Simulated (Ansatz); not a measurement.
`CC[SiH](O)P` + `OB(F)F` → `FB(F)OP` + `CC[SiH2]O`  (cleavage of the P–Si bond)

Program: Ansatz. Geometries: PBE0-D4/def2-TZVP. ΔE: electronic, gas phase. CCSD(T)/CBS is the MP2 limit (def2-TZVPP, def2-QZVPP) plus CCSD(T) − MP2 in def2-TZVPP, frozen cores. This one scheme is used for every species. Functionals use def2-TZVPP. B3LYP here is the variant with VWN-RPA as its local correlation; programs differ in this. Each species was taken in one conformer, which may not be the lowest.

`CC[SiH](O)P`:

Z-matrix (Å, degrees):
```
C
C 1 1.525
H 1 1.093 2 111.6
H 1 1.093 2 111.6 3 -120.1
H 1 1.094 2 111.4 3 120.3
Si 2 1.873 1 115.0 3 -61.0
H 2 1.096 1 110.6 3 61.4
H 2 1.097 1 110.3 3 178.4
P 6 2.265 2 113.7 1 64.2
O 6 1.653 2 111.4 1 -59.7
H 6 1.486 2 109.6 1 -175.9
H 9 1.422 6 92.7 2 46.3
H 9 1.423 6 94.0 2 -46.9
H 10 0.957 6 118.2 2 74.4
```

`OB(F)F`:

Cartesian coordinates in Å:
```
O -0.623 0.696 -0.402
B 0.252 -0.064 0.283
F 0.863 0.441 1.335
F 0.526 -1.315 -0.064
H -1.017 0.243 -1.151
```

`FB(F)OP`:

Z-matrix (Å, degrees):
```
B
F 1 1.318
O 1 1.345 2 119.5
F 1 1.325 2 118.1 3 179.4
P 3 1.671 1 125.6 2 -172.6
H 5 1.420 3 95.1 1 178.3
H 5 1.425 3 98.5 1 -89.0
```

`CC[SiH2]O`:

```xyz
12

C    -0.497    1.224   -0.724
C     0.711    0.326   -0.472
Si    0.426   -0.956    0.857
O    -0.824   -1.974    0.491
H    -0.797    1.756    0.183
H    -1.359    0.644   -1.066
H    -0.292    1.976   -1.490
H     1.003   -0.190   -1.393
H     1.579    0.926   -0.172
H     0.146   -0.254    2.146
H     1.619   -1.826    1.009
H    -1.714   -1.651    0.632
```

**Question.** Is it downhill or uphill in electronic energy at CCSD(T)/CBS, and by how much? (An estimate is asked.)

**Answer.** The calculation gave: Uphill: ΔE = +0.54 eV.

**Question.** What do these levels give: PBE0-D4, B3LYP-D4, ωB97M-V, B2PLYP, r2SCAN, PBE0? (Estimate.)

**Answer.** Computed: PBE0-D4 0.64, B3LYP-D4 0.47, ωB97M-V 0.47, B2PLYP 0.43, r2SCAN 0.57, PBE0 0.59 eV.

Largest T1 diagnostic among the species: 0.013.

The D4 term adds +0.08 eV with B3LYP and +0.04 eV with PBE0; it sums over pairs of atoms, weighted by their polarisabilities, and B3LYP, whose exchange is more repulsive, gets the larger term. In def2-TZVPP, CCSD(T) changes the Hartree–Fock value by +0.29 eV (the triples alone add +0.04 eV) and MP2 by +0.33 eV.
